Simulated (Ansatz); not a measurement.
Species: CH8N3Si (charge 0, doublet). It need not be the lowest isomer of its formula. 
Coordinates optimised at B3LYP-D3(BJ)/def2-TZVP (Ansatz, a quantum-chemistry and plane-wave program):
SMILES: [CH2][Si](N)(N)N
```xyz
13

Si     0.0083    -0.0146    -0.0043
C      1.7198    -0.5763    -0.4047
N     -0.3969    -0.8184     1.4653
N     -0.8902    -0.2378    -1.4579
N     -0.2670     1.6435     0.3715
H      2.4306    -0.8822     0.3559
H      2.1332    -0.5320    -1.4069
H     -1.2755    -0.6303     1.9229
H     -0.0984    -1.7673     1.6249
H     -1.8547     0.0515    -1.5098
H     -0.7175    -1.0385    -2.0446
H      0.0492     2.0144     1.2534
H     -0.2231     2.3349    -0.3602
```
Charge 0, spin multiplicity 2.

Basis-set convergence of Hartree-Fock and MP2 correlation energies (hartree) with Ansatz. Cores are frozen in the correlated levels unless marked. Open shells are spin-unrestricted. Spin-orbit coupling is left out. No relativistic terms.

| basis | functions | E(HF) | E(corr, MP2) |
|---|---|---|---|
| cc-pV(D+d)Z | 119 | -494.88835 | -0.72409 |
| cc-pV(T+d)Z | 271 | -494.98376 | -0.90913 |
| cc-pV(Q+d)Z | 524 | -495.00414 | -0.97459 |

Extrapolating the two largest sets (X = 3 and 4) as X^-3: E(corr) = (64·(-0.97459) - 27·(-0.90913))/37 = -1.0224 Eh, an estimate of the basis-set limit. The largest set recovers 95.3 % of it, the smallest 70.8 %.
